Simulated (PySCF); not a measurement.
Stepwise substitution at one centre (In F-H). Gas-phase values, no solvent. Strings in code marks are SMILES.

Method: CAM-B3LYP-D3(BJ)/def2-TZVP (PySCF). Excitations are Tamm–Dancoff values on a coarser integration grid. The basis has no diffuse functions, so Rydberg states are missing or too high.

```csv
species,S1 excitation (TDA) (eV),S1–T1 gap (TDA) (eV),dipole moment (D),S1 oscillator strength
0 of 3 F replaced by H (`[F][In]([F])[F]`),6.40,0.75,[?],0.000
1 of 3 F replaced by H (`[F][InH][F]`),[?],1.09,3.61,0.036
2 of 3 F replaced by H (`[F][InH2]`),5.52,0.38,3.13,[?]
3 of 3 F replaced by H,–,–,0.00,–
```

Some entries are withheld; supply them.


- 0 of 3 F replaced by H (`[F][In]([F])[F]`), dipole moment (D): 0.00
- 1 of 3 F replaced by H (`[F][InH][F]`), S1 excitation (TDA) (eV): 6.91
- 2 of 3 F replaced by H (`[F][InH2]`), S1 oscillator strength: 0.000
